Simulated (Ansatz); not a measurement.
Reaction (isomerisation): `[F][GeH2]/[N]=C/[SiH3]` → `F[SiH]1C[NH][GeH2]1`

Isolated molecules relaxed with PBE0-D4/def2-TZVP in Ansatz; ΔE leaves out vibrations. CCSD(T)/CBS adds triple-zeta CCSD(T) − MP2 to the extrapolated MP2 energy (def2 sets, frozen cores). Functionals use def2-TZVPP. For Ge outer-core shells are correlated without core-valence functions, which leaves a few kJ/mol of doubt a bond. Scalar relativity is left out up to krypton. One conformer a species, not always the lowest.

```
             level  ΔE (kcal/mol)
           PBE0-D4          -30.4
SCS-MP2/def2-TZVPP          -23.0
```

**Question.** What does CCSD(T)/CBS give? (Estimate.)

**Answer.** Ansatz gave: -26.7 kcal/mol. The listed levels differ from it by -3.7, 3.7 kcal/mol.

Largest T1 diagnostic among the species: 0.013.

The D4 term adds −1.0 kcal/mol with B3LYP and −0.5 kcal/mol with PBE0; it sums over pairs of atoms, weighted by their polarisabilities, and B3LYP, whose exchange is more repulsive, gets the larger term. In def2-TZVPP, CCSD(T) changes the Hartree–Fock value by −7.3 kcal/mol (the triples alone add +0.2 kcal/mol) and MP2 by −10.1 kcal/mol.

B3LYP here is the variant with VWN-RPA as its local correlation; programs differ in this.
